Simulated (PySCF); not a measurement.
# Sb⁺ (antimony, charge +1) across methods

[Kr] 4d10 5s2 5p2, high-spin 3P determinant. Calculation: PySCF 2.14, in aug-cc-pwCVDZ-PP with ECP28MDF (6s5p4d1f, 48 functions); scalar relativity through the core potential.

```json
{"method": "PBEsol", "E (hartree)": "-239.6170", "mean ε 5s α (eV)": "-21.322", "mean ε 5s β (eV)": "-19.901", "mean ε 5p α (eV)": "-12.564", "Σ⟨r²⟩ (bohr²)": "45.56", "⟨S²⟩": "2.002"}
{"method": "PBE", "E (hartree)": "-239.8741", "mean ε 5s α (eV)": "-21.255", "mean ε 5s β (eV)": "-19.859", "mean ε 5p α (eV)": "-12.560", "Σ⟨r²⟩ (bohr²)": "45.65", "⟨S²⟩": "2.002"}
{"method": "PBE0", "E (hartree)": "-239.8866", "mean ε 5s α (eV)": "-22.845", "mean ε 5s β (eV)": "-20.770", "mean ε 5p α (eV)": "-13.686", "Σ⟨r²⟩ (bohr²)": "45.62", "⟨S²⟩": "2.003"}
{"method": "LDA", "E (hartree)": "-239.4985", "mean ε 5s α (eV)": "-21.522", "mean ε 5s β (eV)": "-20.325", "mean ε 5p α (eV)": "-12.626", "Σ⟨r²⟩ (bohr²)": "45.59", "⟨S²⟩": "2.001"}
{"method": "M06-L", "E (hartree)": "-240.0418", "mean ε 5s α (eV)": "-21.299", "mean ε 5s β (eV)": "-19.828", "mean ε 5p α (eV)": "-12.450", "Σ⟨r²⟩ (bohr²)": "45.74", "⟨S²⟩": "2.002"}
{"method": "r2SCAN", "E (hartree)": "-239.9694", "mean ε 5s α (eV)": "-21.823", "mean ε 5s β (eV)": "-19.931", "mean ε 5p α (eV)": "-12.948", "Σ⟨r²⟩ (bohr²)": "45.49", "⟨S²⟩": "2.004"}
{"method": "BLYP", "E (hartree)": "-239.8392", "mean ε 5s α (eV)": "-21.059", "mean ε 5s β (eV)": "-19.952", "mean ε 5p α (eV)": "-12.298", "Σ⟨r²⟩ (bohr²)": "45.74", "⟨S²⟩": "2.001"}
{"method": "HSE06", "E (hartree)": "-239.8844", "mean ε 5s α (eV)": "-22.401", "mean ε 5s β (eV)": "-20.471", "mean ε 5p α (eV)": "-13.256", "Σ⟨r²⟩ (bohr²)": "45.67", "⟨S²⟩": "2.003"}
{"method": "UHF", "E (hartree)": "-238.95769", "mean ε 5s α (eV)": "-26.725", "mean ε 5s β (eV)": "-22.317", "mean ε 5p α (eV)": "-16.386", "Σ⟨r²⟩ (bohr²)": "46.28", "⟨S²⟩": "2.010"}
```

Energies and moments cover only the electrons outside the core potential.
